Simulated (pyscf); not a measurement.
Optimised with ωB97X-D3(BJ)/def2-SVP in PySCF. Correlated levels are frozen-core, on RHF or UHF. ΔMP2 is the change of the MP2 total energy from the triple- to the quadruple-zeta basis.

Q: How much does it cost (ΔH, 298 K, CCSD(T)/def2-TZVPP + ΔMP2(QZVPP)) to split HO–SiH₂–SiH₂–OH (SMILES O[SiH2][SiH2]O) at its Si–Si bond into HO–SiH₂• + HO–SiH₂•?

A: Si–Si to HO–SiH₂• + HO–SiH₂•: 75.3 kcal/mol. HO–SiH₂–SiH₂–OH lies 36.0 kcal/mol over its isomer HO–SiH₂–O–SiH₃, and others may lie lower still (electronic energy, ωB97M-D3(BJ)). Other isomers of HO–SiH₂• were not searched in full and may lie lower. The CCSD(T) − MP2 part came from Ansatz, without density fitting, on the same reference.
